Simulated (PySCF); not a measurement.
# Running PySCF for Hg²⁺

File input.py (PySCF 2.14):

```python
from pyscf import gto, scf

mol = gto.M(
    atom='Hg 0 0 0',
    basis='sapporo-dkh3-dzp-2012',
    charge=2,
    spin=0,
    verbose=4,
)
mf = scf.RHF(mol)
mf = mf.sfx2c1e()
mf.kernel()
mf.stability(internal=True, external=True)
mf.dip_moment()
print('orbital energies (hartree):', mf.mo_energy[..., max(0, mol.nelec[1]-3):mol.nelec[0]+3].round(4))
```

```bash
$ python input.py
```

It prints (some set-up lines removed):

```
PySCF version 2.14.0

[INPUT] Symbol           X                Y                Z      unit          X                Y                Z       unit  Magmom
[INPUT]  1 Hg     0.000000000000   0.000000000000   0.000000000000 AA    0.000000000000   0.000000000000   0.000000000000 Bohr   0.0

nuclear repulsion = 0
number of shells = 21
number of NR pGTOs = 218
number of NR cGTOs = 65
basis = sapporo-dkh3-dzp-2012
ecp = {}

******** <class 'pyscf.x2c.sfx2c1e.sfX2C1eRHF'> ********
method = sfX2C1eRHF
initial guess = minao
damping factor = 0
level_shift factor = 0
DIIS = <class 'pyscf.scf.diis.CDIIS'>
SCF conv_tol = 1e-09
SCF max_cycles = 50

******** <class 'pyscf.x2c.sfx2c1e.SpinFreeX2CHelper'> ********
approx = 1e
xuncontract = 1
Initial guess from minao.
init E= -19621.4709298682
  HOMO = -0.579613682632815  LUMO = -0.318274815157849  gap/eV = 7.11139
cycle= 1 E= -19620.5789422798  delta_E= 0.892  |g|= 0.373  |ddm|= 2.74
  HOMO = -1.36321282930537  LUMO = -0.645598706111941  gap/eV = 19.52727
cycle= 2 E= -19620.597638935  delta_E= -0.0187  |g|= 0.298  |ddm|= 0.363
  HOMO = -1.30854618998949  LUMO = -0.626055327853648  gap/eV = 18.57152
cycle= 3 E= -19620.6031843552  delta_E= -0.00555  |g|= 0.0272  |ddm|= 0.128
  HOMO = -1.29551832606169  LUMO = -0.620039217667529  gap/eV = 18.38072
cycle= 4 E= -19620.6032300457  delta_E= -4.57e-05  |g|= 0.00196  |ddm|= 0.0132
  HOMO = -1.29546416154139  LUMO = -0.619841396036107  gap/eV = 18.38463
cycle= 5 E= -19620.6032305328  delta_E= -4.87e-07  |g|= 0.000265  |ddm|= 0.00204
  HOMO = -1.29545524742352  LUMO = -0.619835386853374  gap/eV = 18.38455
cycle= 6 E= -19620.6032305376  delta_E= -4.83e-09  |g|= 6.76e-06  |ddm|= 0.000226
  HOMO = -1.29545443713588  LUMO = -0.619834926055071  gap/eV = 18.38454
cycle= 7 E= -19620.6032305376  delta_E= -3.64e-12  |g|= 3.85e-07  |ddm|= 5.14e-06
  HOMO = -1.29545435334827  LUMO = -0.619834890382172  gap/eV = 18.38454
Extra cycle  E= -19620.6032305376  delta_E= -7.28e-12  |g|= 9.53e-08  |ddm|= 2.7e-07
converged SCF energy = -19620.6032305376
rhf_internal: lowest eigs of H = [1.20392832 1.20392853 1.20392963]
<class 'pyscf.x2c.sfx2c1e.sfX2C1eRHF'> wavefunction is stable in the internal stability analysis
rhf_real2complex: lowest eigs of H = [0.26178178 0.261782   0.2617837 ]
<class 'pyscf.x2c.sfx2c1e.sfX2C1eRHF'> wavefunction is stable in the real -> complex stability analysis
rhf_external: lowest eigs of H = [0.21501132 0.2150141  0.21501838]
<class 'pyscf.x2c.sfx2c1e.sfX2C1eRHF'> wavefunction is stable in the RHF/RKS -> UHF/UKS stability analysis
Dipole moment(X, Y, Z, Debye):  0.00000,  0.00000,  0.00000
orbital energies (hartree): [-1.2955 -1.2955 -1.2955 -0.6198 -0.2303 -0.2303]
```

In short: E(SCF) = -19620.603231 Eh, 7 cycles, internal stable; real -> complex stable; RHF/RKS -> UHF/UKS stable.

Wall time 9 s on one thread of a shared host.
